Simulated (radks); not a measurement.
Task: Numerical settings for neutral molybdenum, [Kr] 4d5 5s1. All-electron calculation, scalar-relativistic Kohn-Sham, PBE, spin-polarised, spherical densities, point nucleus; open shells are filled with parallel spins first (spin-orbit coupling, left out, can overturn this in heavy ions). Program: a radial shooting solver on a logarithmic mesh with Libxc functionals. The defaults (mesh step 0.008 in ln r, mesh end at 40 bohr or more with all orbitals vanishing there, Anderson mixing 0.5 over 9 steps, residual threshold near 1e-9 with the energy settled to 1e-9 hartree or 1e-11 of itself, here a cap of 54 iterations) give E = -4048.7891 hartree and 4d at -4.571 eV in 13 iterations. Times are rough (one thread of a shared host). One setting is changed at a time: mesh step in ln r 0.05; mesh step in ln r 0.003; mesh step in ln r 0.2; mesh end (bohr) 20; mesh end (bohr) 1; residual threshold 1e-16; residual threshold 0.001; mixing 2.5; linear mixing, mixing 0.8; linear mixing, mixing 0.5; mixing history 2; iteration cap 2. Which runs fail to converge, and which converge to a wrong energy?

Result: Not converged within the cap: mesh step in ln r 0.2; residual threshold 1e-16; linear mixing, mixing 0.8; iteration cap 2. Settled on a wrong energy, with an occupied level pushed above zero by the early mesh end: mesh end (bohr) 1 (+217 hartree). Apart from these: no run marked as converged misses the energy by more than 1 mhartree.
